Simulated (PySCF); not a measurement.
Peak assignment

Atom-mapped SMILES (the numbers label the heavy atoms): `[CH2:1]=[CH:2][P@@:3]([CH3:4])(=[O:5])[N:6]([SiH3:7])[SiH3:8]`; H(Xn) means a hydrogen on atom n. Ha(C1) is cis to P3; Hb(C1) is trans to P3.

Relativity neglected, rapidly exchanging positions averaged, no solvent, one conformer. KT2/pcSseg-1 with gauge-including orbitals; structure optimised with PBE0-D3(BJ)/def2-SVP; PySCF 2.14.

References, each an isolated molecule treated in the same way: 13C and 1H vs TMS.

Q: Assign these signals to the numbered atoms. 13C{1H} NMR (computed): δ 131.5, 129.9, 18.7.

A: 
| δ (ppm) | atoms | environment | reason |
| --- | --- | --- | --- |
| 131.5 | C1 | terminal =CH2 carbon | an sp2 carbon of a C=C bond |
| 129.9 | C2 | alkene CH | the olefinic region |
| 18.7 | C4 | methyl carbon bonded to P | – |

C1 and C2 lie closer than the usual error of such a calculation, so a measured spectrum could show them in the other order.

Q: Assign these signals to the numbered atoms. 1H NMR (500 MHz, computed): δ 6.60 (m, 1H), 6.30 (m, 1H), 6.12 (m, 1H), 4.69 (m, 6H), 1.44 (m, 3H).

A: 
```tsv
δ (ppm)	atoms	environment	reason
6.60	Ha(C1)	hydrogen on a terminal =CH2 carbon	olefinic region
6.30	H(C2)	hydrogen on an alkene CH	olefinic region
6.12	Hb(C1)	hydrogen on a terminal =CH2 carbon	attached to an sp2 carbon and in the plane of the double bond
4.69	H(Si7)/H(Si8)	hydrogen on a silicon bonded to N	–
1.44	H(C4)	hydrogen on a methyl carbon bonded to P	–
```

Splittings by 31P in the carbon and heteronuclear signals aren't shown, as no couplings were computed. Shifts are as computed. Against solution values, carbons near 30 ppm lie about +2 ppm off and those near 130 ppm about -5 ppm. Of 1313 compounds with measured shifts, 239 miss one by over three times the rms of a fit or turn the order of signals round; such compounds aren't used in these exercises. No couplings were computed; multiplicities are counted from neighbouring protons, with m where these are inequivalent, close in shift, in a saturated or five-membered ring or joined by F or P, and br s for small geminal =CH2 splittings.
